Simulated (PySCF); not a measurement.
# SiSe, CCSD: how much the basis matters

PySCF, RHF reference; singlet, unpaired electrons none; De to Si + Se without counterpoise correction. Frozen cores follow the default of each basis and core potential.

| basis | relativity | functions | Re (Å) | ωe (cm⁻¹) | De (eV) | frozen orbitals |
| --- | --- | --- | --- | --- | --- | --- |
| cc-pV(D+d)Z/cc-pVDZ-PP | scalar-relativistic core potentials | 46 | 2.075 | 596 | 4.77 | 9 |
| x2c-SVPall | spin-free X2C | 50 | 2.066 | 602 | 4.84 | 14 |
| x2c-TZVPPall | spin-free X2C | 90 | 2.057 | 602 | 5.12 | 14 |
| def2-TZVPPD | no relativity | 105 | 2.062 | 602 | 5.14 | 14 |

(1) How does each smaller set differ from the one with most functions, def2-TZVPPD?

Correlated steps freeze the inner cores (9 to 14 orbitals); shallow outer-core shells are correlated. Correlated levels converge slowly with the basis: in double zeta they bind strong bonds too weakly, by up to about 1 eV, and carry superposition errors of some tenths. Where the molecule has an RHF reference, its open-shell atoms are computed with UHF.

Results:

(1) cc-pV(D+d)Z/cc-pVDZ-PP: +1.3 pm, -1.0 % in ωe, -0.37 eV in De; x2c-SVPall: +0.4 pm, +0.0 % in ωe, -0.30 eV in De; x2c-TZVPPall: -0.5 pm, +0.0 % in ωe, -0.02 eV in De. All at CCSD; the set with most functions is neither the basis-set limit nor always the best. The rows treat relativity differently, so the differences are not basis effects alone.
